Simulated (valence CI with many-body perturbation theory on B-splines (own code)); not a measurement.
## Au⁷⁴⁺: E2, E3, M1, M2 decay

Level of theory: valence CI with perturbative core correlation (CI+MBPT): three valence electrons over a frozen Dirac-Fock core [He], a basis of 11 s, 11 p, 9 d, 7 f, 5 g, 2 h, 1 i functions for each j, with the one-electron correlation potential Σ1, the two-electron term Σ2, the three-electron term Σ3, Breit, model QED; selected CI, second order for the rest (own B-spline code, finite nucleus).

No measured spectrum was set against this ion. As an estimate, large intervals hold to a few tenths of a per cent, small ones and those within an open d or f shell to about a per cent.

Lines 1 to 36 of 36 in falling wavelength, among levels below 1167.7 Ry, chosen from the decays that carry over 1 % of a level's rate. Wavelengths and rates use the calculated energies. Electric multipoles are in the length gauge, E1 and E2 with the static RPA response of the core. Weak lines are less certain than strong ones. Lines between different terms over intervals too small for the method are left out, as are lines whose strength nearly cancels. The highest levels of a list are the least certain.

Levels are named by their leading jj configuration (3d3/2^4 stands for four electrons in 3d with j = 3/2), which in mixed levels can hold well under half, so a name can repeat and another be missing. Letters in brackets count levels of one name in rising energy.

```csv
λ vac (nm),Upper,Lower,Type,A (s⁻¹),Branch %
0.6566,(2s 2p1/2 2p3/2) J=3/2 [a],(2s 2p1/2^2) J=1/2,M1,3.75e+10,15.2
0.6423,(2s 2p1/2 2p3/2) J=5/2,(2s 2p1/2^2) J=1/2,E2,2.99e+08,2.8
0.6405,(2s 2p3/2 3d5/2) J=9/2,(2s 2p1/2 3d5/2) J=7/2,M1,3.44e+10,9.9
0.6270,(2s^2 2p3/2) J=3/2,(2s^2 2p1/2) J=1/2,M1,3.41e+10,29.2
0.1181,(2s 2p1/2 3p1/2) J=1/2 [a],(2s 2p1/2 2p3/2) J=3/2 [a],E2,3.59e+12,1.3
0.1178,(2s^2 3p1/2) J=1/2,(2s^2 2p3/2) J=3/2,E2,4.55e+12,29.2
0.1132,(2s 2p3/2 3p3/2) J=7/2,(2s 2p3/2^2) J=3/2,E2,1.56e+11,2.0
0.1119,(2s 2p3/2 3p3/2) J=7/2,(2s 2p3/2^2) J=5/2,E2,1.60e+12,21.1
0.1118,(2s 2p3/2 3p3/2) J=1/2 [b],(2s 2p3/2^2) J=3/2,E2,2.80e+12,7.5
0.1116,(2s^2 3p3/2) J=3/2,(2s^2 2p3/2) J=3/2,E2,2.31e+12,11.7
0.1106,(2s 2p3/2 3p3/2) J=1/2 [b],(2s 2p3/2^2) J=5/2,E2,8.81e+11,2.4
0.1099,(2s 2p3/2 3d5/2) J=9/2,(2s 2p3/2^2) J=5/2,M2,1.45e+11,41.7
0.1099,(2s 2p3/2 3d5/2) J=9/2,(2s 2p3/2^2) J=5/2,E3,9.09e+09,2.6
0.09516,(2s 2p3/2 3p3/2) J=7/2,(2s 2p1/2 2p3/2) J=5/2,E2,1.15e+12,15.1
0.09486,(2s 2p3/2 3p3/2) J=7/2,(2s 2p1/2 2p3/2) J=3/2 [a],E2,1.89e+12,24.8
0.09479,(2s 2p3/2 3p3/2) J=1/2 [b],(2s 2p1/2 2p3/2) J=3/2 [b],E2,2.64e+12,7.1
0.09472,(2s^2 3p3/2) J=3/2,(2s^2 2p1/2) J=1/2,E2,2.90e+12,14.7
0.09365,(2s 2p3/2 3d5/2) J=9/2,(2s 2p1/2 2p3/2) J=5/2,M2,6.34e+10,18.2
0.09365,(2s 2p3/2 3d5/2) J=9/2,(2s 2p1/2 2p3/2) J=5/2,E3,8.96e+09,2.6
0.09335,(2s 2p3/2 3d5/2) J=9/2,(2s 2p1/2 2p3/2) J=3/2 [a],E3,1.84e+10,5.3
0.09303,(2p1/2 2p3/2 3d3/2) J=5/2 [a],(2s 2p1/2 2p3/2) J=1/2,E2,4.90e+12,1.7
0.09292,(2p1/2 2p3/2 3d3/2) J=7/2,(2s 2p1/2 2p3/2) J=3/2 [b],E2,7.38e+12,8.2
0.09269,(2s 2p1/2 3d3/2) J=5/2,(2s^2 2p1/2) J=1/2,E2,1.02e+13,2.6
0.09256,(2p1/2^2 3d3/2) J=3/2,(2s 2p1/2^2) J=1/2,E2,1.56e+13,4.0
0.09247,(2p1/2 2p3/2 3d3/2) J=5/2 [a],(2s 2p1/2 2p3/2) J=5/2,E2,3.33e+12,1.2
0.09235,(2p1/2 2p3/2 3d3/2) J=7/2,(2s 2p1/2 2p3/2) J=5/2,E2,6.81e+12,7.5
0.09218,(2p1/2 2p3/2 3d3/2) J=3/2 [a],(2s 2p1/2 2p3/2) J=3/2 [a],E2,1.10e+13,1.5
0.09218,(2p1/2 2p3/2 3d3/2) J=5/2 [a],(2s 2p1/2 2p3/2) J=3/2 [a],E2,6.88e+12,2.4
0.09213,(2p1/2 2p3/2 3d3/2) J=1/2 [a],(2s 2p1/2 2p3/2) J=3/2 [a],E2,1.42e+13,3.4
0.09207,(2p1/2 2p3/2 3d3/2) J=7/2,(2s 2p1/2 2p3/2) J=3/2 [a],E2,1.46e+12,1.6
0.09156,(2s 2p3/2 3d5/2) J=3/2 [a],(2s^2 2p3/2) J=3/2,E2,2.38e+13,1.2
0.09149,(2s 2p1/2 3d5/2) J=3/2,(2s^2 2p1/2) J=1/2,E2,2.10e+13,1.0
0.09146,(2p1/2 2p3/2 3d5/2) J=7/2 [a],(2s 2p1/2 2p3/2) J=5/2,E2,8.47e+11,1.0
0.09143,(2s 2p3/2 3d5/2) J=1/2,(2s^2 2p3/2) J=3/2,E2,2.16e+13,1.0
0.09134,(2p1/2 2p3/2 3d5/2) J=9/2,(2s 2p1/2 2p3/2) J=5/2,E2,1.65e+13,53.1
0.09118,(2p1/2 2p3/2 3d5/2) J=7/2 [a],(2s 2p1/2 2p3/2) J=3/2 [a],E2,1.49e+13,17.8
```
